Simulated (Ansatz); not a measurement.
Relaxation of Ag9S5 (charge 0, doublet) with UKS PBE-D4/def2-SVP in Ansatz.

Positions (Å) and forces (eV/Å) at steps 21, 22, 23, 24, 25, 26, 27, 28, 30, 31, 32, 33, 34, 35, 36, 37, 38, 39, 40, 41, 42 of 42:

```xyz
14
step=21 energy=-90146.5149 eV
Ag   -1.438    3.188    0.327   -0.001    0.055    0.038
Ag    0.682   -0.573    0.236   -0.030   -0.066    0.035
Ag    0.526    1.639   -1.722   -0.029   -0.044    0.025
Ag    0.948    4.679    0.527    0.082   -0.034   -0.100
Ag   -1.941    0.529   -0.538    0.009   -0.090    0.069
Ag   -3.204    0.629   -3.014    0.034    0.000   -0.030
Ag   -0.197    4.270   -2.326    0.172    0.005    0.030
Ag    1.587    2.047    1.108   -0.012   -0.014    0.005
Ag   -0.931    1.065    2.213   -0.022   -0.024   -0.040
S    -0.090    3.433    2.436    0.034   -0.020   -0.087
S     2.528    0.710   -0.704   -0.054    0.005    0.009
S    -1.975    2.522   -2.092   -0.009    0.014    0.029
S     1.926    5.052   -1.608   -0.211    0.105    0.058
S    -1.530   -1.090    1.185    0.036    0.109   -0.042
14
step=22 energy=-90146.5787 eV
Ag   -1.444    3.214    0.357    0.021    0.014    0.010
Ag    0.648   -0.616    0.247   -0.034   -0.032    0.018
Ag    0.477    1.593   -1.713   -0.029   -0.064    0.001
Ag    0.978    4.669    0.501    0.083   -0.024   -0.080
Ag   -1.979    0.545   -0.503   -0.005   -0.044    0.053
Ag   -3.043    0.586   -3.078    0.073    0.012   -0.009
Ag   -0.176    4.241   -2.287    0.151    0.013   -0.008
Ag    1.589    2.015    1.081    0.009   -0.004   -0.018
Ag   -0.926    1.071    2.217   -0.013   -0.010   -0.021
S    -0.030    3.428    2.422    0.014   -0.021   -0.042
S     2.487    0.652   -0.729   -0.042   -0.001    0.010
S    -1.986    2.542   -2.069   -0.066   -0.015    0.017
S     1.863    5.241   -1.628   -0.170    0.104    0.080
S    -1.567   -1.080    1.211    0.010    0.073   -0.012
14
step=23 energy=-90146.6343 eV
Ag   -1.430    3.222    0.371    0.031    0.007   -0.017
Ag    0.617   -0.642    0.255   -0.026   -0.026    0.012
Ag    0.433    1.534   -1.724   -0.042   -0.044   -0.004
Ag    1.010    4.659    0.490    0.060    0.031   -0.111
Ag   -2.012    0.557   -0.474   -0.040    0.000   -0.002
Ag   -2.925    0.559   -3.116    0.112    0.030    0.028
Ag   -0.134    4.200   -2.281    0.153    0.057    0.044
Ag    1.592    1.995    1.061    0.003   -0.010   -0.028
Ag   -0.923    1.075    2.223    0.001    0.006    0.004
S     0.012    3.421    2.414    0.028   -0.021   -0.022
S     2.454    0.611   -0.746   -0.024   -0.015   -0.006
S    -2.000    2.559   -2.054   -0.038   -0.038   -0.015
S     1.793    5.419   -1.625   -0.208    0.006    0.091
S    -1.597   -1.068    1.233   -0.010    0.017    0.024
14
step=24 energy=-90146.6941 eV
Ag   -1.396    3.230    0.377    0.025   -0.017   -0.021
Ag    0.570   -0.672    0.262   -0.021   -0.008    0.003
Ag    0.375    1.472   -1.739   -0.056   -0.033   -0.029
Ag    1.038    4.673    0.485    0.053    0.068   -0.095
Ag   -2.065    0.574   -0.436   -0.054    0.039   -0.033
Ag   -2.740    0.513   -3.159    0.165    0.060    0.084
Ag   -0.101    4.174   -2.246    0.131    0.090    0.055
Ag    1.591    1.979    1.010    0.006   -0.015   -0.026
Ag   -0.913    1.083    2.234    0.012    0.017    0.007
S     0.070    3.411    2.405    0.034   -0.015   -0.006
S     2.407    0.553   -0.782   -0.032   -0.016   -0.020
S    -2.014    2.576   -2.042   -0.037   -0.076   -0.053
S     1.705    5.585   -1.610   -0.203   -0.083    0.091
S    -1.638   -1.050    1.268   -0.022   -0.011    0.043
14
step=25 energy=-90146.7522 eV
Ag   -1.363    3.230    0.377    0.026   -0.014   -0.017
Ag    0.528   -0.684    0.260   -0.025   -0.002   -0.006
Ag    0.320    1.432   -1.770   -0.054   -0.028   -0.023
Ag    1.057    4.695    0.496    0.024    0.036   -0.038
Ag   -2.113    0.595   -0.403   -0.056    0.034   -0.021
Ag   -2.550    0.471   -3.172    0.203    0.058    0.095
Ag   -0.092    4.168   -2.218    0.059    0.041    0.051
Ag    1.589    1.970    0.967   -0.006   -0.009   -0.038
Ag   -0.902    1.090    2.245    0.010    0.014    0.007
S     0.113    3.402    2.403    0.041   -0.010    0.003
S     2.360    0.520   -0.823   -0.039   -0.016   -0.036
S    -2.032    2.589   -2.037   -0.055   -0.061   -0.068
S     1.645    5.656   -1.592   -0.110   -0.041    0.050
S    -1.671   -1.034    1.296   -0.017   -0.002    0.041
14
step=26 energy=-90146.8143 eV
Ag   -1.337    3.228    0.378    0.020   -0.009   -0.017
Ag    0.491   -0.690    0.252   -0.038   -0.004   -0.008
Ag    0.268    1.403   -1.795   -0.026   -0.029   -0.013
Ag    1.070    4.712    0.506    0.017    0.025   -0.016
Ag   -2.158    0.615   -0.375   -0.065    0.024   -0.006
Ag   -2.358    0.438   -3.169    0.221    0.044    0.089
Ag   -0.095    4.163   -2.191    0.021    0.030    0.048
Ag    1.583    1.964    0.925   -0.010   -0.008   -0.042
Ag   -0.892    1.096    2.254    0.009    0.008    0.007
S     0.149    3.394    2.403    0.042   -0.011   -0.002
S     2.317    0.496   -0.865   -0.048   -0.016   -0.051
S    -2.057    2.603   -2.034   -0.063   -0.040   -0.056
S     1.606    5.698   -1.581   -0.072   -0.030    0.032
S    -1.697   -1.019    1.320   -0.007    0.015    0.034
14
step=27 energy=-90146.8706 eV
Ag   -1.316    3.226    0.378    0.010   -0.007   -0.017
Ag    0.454   -0.695    0.240   -0.048   -0.009   -0.007
Ag    0.229    1.391   -1.807    0.048   -0.001    0.027
Ag    1.082    4.727    0.515    0.011    0.014   -0.014
Ag   -2.205    0.633   -0.350   -0.061    0.021   -0.004
Ag   -2.168    0.410   -3.156    0.158    0.006    0.051
Ag   -0.111    4.165   -2.166   -0.006    0.035    0.037
Ag    1.577    1.957    0.884   -0.007   -0.009   -0.034
Ag   -0.884    1.102    2.261    0.008    0.005    0.002
S     0.184    3.385    2.400    0.039   -0.013   -0.006
S     2.279    0.469   -0.905   -0.049   -0.017   -0.054
S    -2.085    2.612   -2.033   -0.049   -0.027   -0.026
S     1.576    5.725   -1.575   -0.053   -0.027    0.023
S    -1.721   -1.004    1.341   -0.001    0.029    0.021
14
step=28 energy=-90146.9104 eV
Ag   -1.299    3.219    0.372   -0.004   -0.010    0.005
Ag    0.403   -0.703    0.217   -0.034   -0.010   -0.006
Ag    0.234    1.435   -1.776    0.048    0.022    0.016
Ag    1.097    4.728    0.512    0.007   -0.001   -0.004
Ag   -2.267    0.650   -0.330   -0.009    0.030   -0.033
Ag   -1.979    0.371   -3.134    0.060   -0.011    0.033
Ag   -0.164    4.199   -2.142   -0.034    0.027   -0.011
Ag    1.580    1.937    0.843    0.028   -0.008    0.028
Ag   -0.874    1.108    2.266    0.005    0.006   -0.010
S     0.226    3.370    2.389    0.037   -0.013   -0.006
S     2.255    0.420   -0.936   -0.046   -0.010   -0.021
S    -2.113    2.606   -2.038   -0.010   -0.039    0.001
S     1.543    5.744   -1.577   -0.030   -0.001    0.006
S    -1.752   -0.982    1.360   -0.017    0.018    0.003
14
step=30 energy=-90146.9526 eV
Ag   -1.266    3.208    0.381    0.007    0.024   -0.038
Ag    0.249   -0.694    0.146    0.009    0.015   -0.056
Ag    0.345    1.630   -1.712    0.030   -0.018    0.062
Ag    1.179    4.622    0.438   -0.043    0.048   -0.089
Ag   -2.377    0.718   -0.324    0.031    0.003   -0.062
Ag   -1.624    0.240   -3.015    0.015    0.042    0.128
Ag   -0.378    4.336   -2.140    0.006   -0.051    0.016
Ag    1.694    1.832    0.896   -0.042   -0.056   -0.030
Ag   -0.862    1.118    2.238    0.001   -0.028    0.031
S     0.349    3.316    2.367    0.026   -0.001    0.012
S     2.216    0.307   -0.932   -0.076    0.047   -0.012
S    -2.141    2.563   -2.069    0.042   -0.014   -0.008
S     1.382    5.826   -1.602   -0.011   -0.034    0.057
S    -1.877   -0.920    1.356    0.005    0.021   -0.011
14
step=31 energy=-90146.9753 eV
Ag   -1.262    3.215    0.385   -0.030    0.011   -0.014
Ag    0.187   -0.686    0.065   -0.002   -0.001   -0.030
Ag    0.396    1.707   -1.678    0.031    0.001   -0.041
Ag    1.182    4.586    0.396    0.016    0.052   -0.029
Ag   -2.416    0.760   -0.317   -0.026    0.011   -0.002
Ag   -1.498    0.171   -2.883    0.051   -0.022    0.099
Ag   -0.420    4.362   -2.135   -0.003   -0.008   -0.020
Ag    1.693    1.776    0.899    0.013    0.017    0.045
Ag   -0.857    1.115    2.239   -0.012   -0.026   -0.007
S     0.383    3.298    2.357    0.019   -0.008   -0.013
S     2.206    0.274   -0.944   -0.062    0.013   -0.039
S    -2.126    2.554   -2.087    0.002    0.015    0.004
S     1.329    5.865   -1.606    0.002   -0.041    0.052
S    -1.907   -0.896    1.336    0.001   -0.014   -0.005
14
step=32 energy=-90147.0127 eV
Ag   -1.266    3.227    0.383   -0.004   -0.008   -0.028
Ag    0.137   -0.673   -0.004   -0.021    0.023   -0.032
Ag    0.446    1.777   -1.688    0.020    0.033   -0.033
Ag    1.189    4.578    0.388    0.001   -0.002   -0.006
Ag   -2.474    0.797   -0.292   -0.042    0.013   -0.015
Ag   -1.389    0.093   -2.741    0.068   -0.050    0.143
Ag   -0.453    4.385   -2.140   -0.017    0.010    0.006
Ag    1.707    1.751    0.902   -0.012    0.007    0.011
Ag   -0.858    1.104    2.221    0.006   -0.011   -0.019
S     0.400    3.279    2.347    0.001    0.000   -0.006
S     2.189    0.260   -0.966   -0.040   -0.012   -0.034
S    -2.116    2.545   -2.094    0.016    0.021    0.015
S     1.308    5.872   -1.602    0.012   -0.011    0.017
S    -1.929   -0.894    1.313    0.011   -0.014   -0.020
14
step=33 energy=-90147.0569 eV
Ag   -1.266    3.227    0.376    0.007   -0.013   -0.040
Ag    0.096   -0.654   -0.054    0.015    0.006    0.025
Ag    0.494    1.844   -1.712    0.003    0.037   -0.028
Ag    1.197    4.567    0.383   -0.008   -0.010   -0.011
Ag   -2.538    0.827   -0.272   -0.043    0.015   -0.030
Ag   -1.288    0.015   -2.594    0.054   -0.026    0.125
Ag   -0.485    4.415   -2.138   -0.021    0.012    0.021
Ag    1.712    1.734    0.896   -0.016   -0.024   -0.028
Ag   -0.857    1.093    2.199    0.006   -0.004   -0.004
S     0.409    3.263    2.339   -0.010   -0.004   -0.003
S     2.169    0.249   -0.991   -0.044   -0.008   -0.021
S    -2.104    2.540   -2.094    0.032    0.028    0.020
S     1.300    5.876   -1.598    0.011    0.002    0.004
S    -1.949   -0.896    1.287    0.014   -0.012   -0.031
14
step=34 energy=-90147.0808 eV
Ag   -1.256    3.208    0.351   -0.017   -0.012    0.024
Ag    0.106   -0.653   -0.027    0.012   -0.039    0.067
Ag    0.529    1.917   -1.745   -0.007   -0.011   -0.048
Ag    1.198    4.549    0.367    0.034    0.019    0.002
Ag   -2.609    0.852   -0.269   -0.003   -0.013    0.011
Ag   -1.193   -0.048   -2.441    0.019    0.011   -0.027
Ag   -0.517    4.465   -2.119    0.006    0.048   -0.026
Ag    1.694    1.706    0.868    0.013    0.036    0.035
Ag   -0.864    1.081    2.189   -0.030    0.003   -0.004
S     0.408    3.245    2.323    0.004   -0.012   -0.018
S     2.135    0.237   -1.037    0.000   -0.023   -0.033
S    -2.080    2.550   -2.088   -0.027    0.009   -0.007
S     1.305    5.889   -1.597    0.000    0.000    0.014
S    -1.965   -0.896    1.251   -0.004   -0.016    0.011
14
step=35 energy=-90147.0816 eV
Ag   -1.226    3.225    0.342   -0.053    0.018   -0.096
Ag    0.121   -0.725    0.068   -0.027    0.073   -0.078
Ag    0.435    1.860   -1.844   -0.055    0.019    0.031
Ag    1.219    4.643    0.440   -0.041   -0.031   -0.067
Ag   -2.528    0.839   -0.317    0.024    0.017    0.010
Ag   -1.127   -0.234   -2.408    0.040   -0.080    0.035
Ag   -0.475    4.522   -2.088   -0.009   -0.063    0.025
Ag    1.649    1.739    0.776    0.031   -0.112   -0.103
Ag   -0.894    1.101    2.199   -0.004   -0.056   -0.053
S     0.420    3.241    2.293    0.004    0.005    0.178
S     2.064    0.193   -1.109   -0.136    0.103    0.068
S    -2.082    2.611   -2.099    0.185   -0.045    0.147
S     1.309    5.982   -1.514    0.005    0.043   -0.042
S    -1.994   -0.897    1.288    0.035    0.110   -0.055
14
step=36 energy=-90147.1057 eV
Ag   -1.227    3.254    0.341    0.059    0.049    0.077
Ag    0.119   -0.764    0.129   -0.025    0.073   -0.109
Ag    0.338    1.821   -1.917    0.038   -0.037    0.065
Ag    1.222    4.692    0.468   -0.083   -0.088    0.000
Ag   -2.453    0.828   -0.362   -0.011   -0.013    0.016
Ag   -1.057   -0.416   -2.385    0.117   -0.125    0.105
Ag   -0.437    4.568   -2.062    0.068   -0.015    0.043
Ag    1.619    1.753    0.703   -0.072   -0.009    0.024
Ag   -0.915    1.114    2.186    0.092    0.061    0.016
S     0.437    3.233    2.309    0.006   -0.010   -0.070
S     1.967    0.185   -1.163    0.085   -0.029   -0.034
S    -2.020    2.638   -2.056   -0.192    0.188   -0.111
S     1.313    6.069   -1.466   -0.026   -0.013   -0.008
S    -2.015   -0.875    1.301   -0.058   -0.034   -0.013
14
step=37 energy=-90147.1580 eV
Ag   -1.235    3.282    0.356   -0.033    0.023    0.018
Ag    0.123   -0.761    0.148    0.031    0.000    0.057
Ag    0.259    1.789   -1.922   -0.058   -0.035    0.008
Ag    1.211    4.693    0.473    0.011   -0.003   -0.010
Ag   -2.407    0.837   -0.408   -0.007    0.053   -0.076
Ag   -0.972   -0.583   -2.333    0.093   -0.048    0.013
Ag   -0.401    4.585   -2.036   -0.016   -0.053   -0.008
Ag    1.593    1.745    0.671   -0.010    0.019    0.012
Ag   -0.903    1.125    2.179    0.002   -0.014    0.000
S     0.451    3.226    2.305    0.014   -0.008   -0.034
S     1.947    0.178   -1.203   -0.039   -0.012   -0.029
S    -2.057    2.728   -2.055   -0.029    0.080    0.060
S     1.314    6.113   -1.437    0.012   -0.024    0.028
S    -2.034   -0.856    1.290    0.028    0.021   -0.038
14
step=38 energy=-90147.2000 eV
Ag   -1.259    3.321    0.379   -0.020    0.010    0.038
Ag    0.153   -0.780    0.207    0.017    0.010    0.049
Ag    0.160    1.762   -1.930   -0.001   -0.020   -0.013
Ag    1.217    4.699    0.482    0.022   -0.009    0.001
Ag   -2.358    0.851   -0.479   -0.009   -0.037    0.022
Ag   -0.866   -0.740   -2.289    0.120    0.022    0.031
Ag   -0.380    4.598   -2.019    0.019    0.004   -0.006
Ag    1.579    1.750    0.636   -0.022    0.000   -0.041
Ag   -0.909    1.134    2.168   -0.013   -0.001   -0.023
S     0.463    3.217    2.293    0.001    0.015    0.033
S     1.894    0.172   -1.249   -0.033   -0.029   -0.056
S    -2.090    2.820   -2.019   -0.084    0.037   -0.004
S     1.328    6.130   -1.411    0.030    0.002   -0.009
S    -2.042   -0.832    1.259   -0.027   -0.003   -0.023
14
step=39 energy=-90147.2366 eV
Ag   -1.282    3.350    0.401   -0.011   -0.009    0.020
Ag    0.174   -0.808    0.285   -0.016   -0.007    0.181
Ag    0.111    1.795   -1.965   -0.055   -0.008   -0.032
Ag    1.228    4.688    0.478    0.023   -0.008    0.006
Ag   -2.315    0.848   -0.517   -0.026   -0.039    0.040
Ag   -0.696   -0.827   -2.228    0.096    0.092   -0.104
Ag   -0.383    4.628   -2.001    0.006    0.020   -0.005
Ag    1.535    1.739    0.582   -0.020    0.014   -0.013
Ag   -0.931    1.141    2.163   -0.019   -0.007   -0.021
S     0.473    3.202    2.283    0.002    0.018    0.030
S     1.817    0.147   -1.314    0.016   -0.070   -0.076
S    -2.130    2.889   -1.983   -0.033   -0.007   -0.004
S     1.357    6.131   -1.405    0.026   -0.003   -0.013
S    -2.067   -0.823    1.249    0.013    0.013   -0.009
14
step=40 energy=-90147.2662 eV
Ag   -1.298    3.353    0.421   -0.007    0.001    0.010
Ag    0.147   -0.824    0.331   -0.052   -0.010    0.054
Ag    0.094    1.856   -1.972   -0.024   -0.029   -0.003
Ag    1.249    4.659    0.457   -0.006   -0.016   -0.003
Ag   -2.289    0.821   -0.523   -0.006   -0.013    0.018
Ag   -0.507   -0.807   -2.290    0.012    0.038   -0.025
Ag   -0.429    4.660   -1.985    0.014    0.006    0.000
Ag    1.492    1.721    0.566   -0.016    0.001   -0.007
Ag   -0.951    1.155    2.184   -0.005   -0.003   -0.001
S     0.474    3.207    2.284    0.015   -0.005   -0.005
S     1.776    0.120   -1.350    0.035    0.010    0.000
S    -2.172    2.907   -1.943   -0.003    0.019   -0.019
S     1.400    6.079   -1.443   -0.003   -0.002   -0.006
S    -2.094   -0.806    1.291    0.046    0.001   -0.012
14
step=41 energy=-90147.2666 eV
Ag   -1.312    3.360    0.431    0.003   -0.003   -0.006
Ag    0.134   -0.829    0.327    0.066    0.011   -0.035
Ag    0.076    1.854   -1.962    0.018    0.016   -0.001
Ag    1.249    4.640    0.443    0.010    0.018   -0.003
Ag   -2.297    0.820   -0.513    0.016    0.019   -0.019
Ag   -0.468   -0.796   -2.317   -0.001   -0.013    0.001
Ag   -0.427    4.659   -1.987   -0.001    0.008    0.002
Ag    1.474    1.717    0.567    0.019    0.005    0.018
Ag   -0.954    1.158    2.191    0.014    0.019    0.006
S     0.476    3.209    2.284   -0.020   -0.005    0.007
S     1.787    0.133   -1.343   -0.042   -0.014   -0.009
S    -2.180    2.920   -1.938   -0.011   -0.032    0.016
S     1.415    6.064   -1.455    0.001   -0.006    0.002
S    -2.081   -0.808    1.299   -0.072   -0.022    0.023
14
step=42 energy=-90147.2677 eV
Ag   -1.309    3.358    0.429   -0.001   -0.002   -0.001
Ag    0.136   -0.825    0.325   -0.007    0.000    0.002
Ag    0.084    1.861   -1.960    0.001    0.000    0.000
Ag    1.251    4.644    0.445   -0.002   -0.002    0.001
Ag   -2.289    0.818   -0.516   -0.003   -0.002    0.002
Ag   -0.476   -0.792   -2.318   -0.001    0.000    0.004
Ag   -0.434    4.661   -1.986   -0.001   -0.002    0.000
Ag    1.483    1.718    0.573   -0.002   -0.001   -0.001
Ag   -0.953    1.157    2.190    0.000    0.001   -0.001
S     0.471    3.210    2.285    0.001    0.001   -0.001
S     1.782    0.130   -1.345    0.004    0.001   -0.003
S    -2.183    2.912   -1.937    0.008    0.005    0.003
S     1.415    6.059   -1.459   -0.003   -0.001   -0.001
S    -2.089   -0.809    1.300    0.006    0.002   -0.005
```

In the def2 sets Ag takes a core potential; there is no spin–orbit coupling. The structure comes from a short search, and lower isomers may exist.
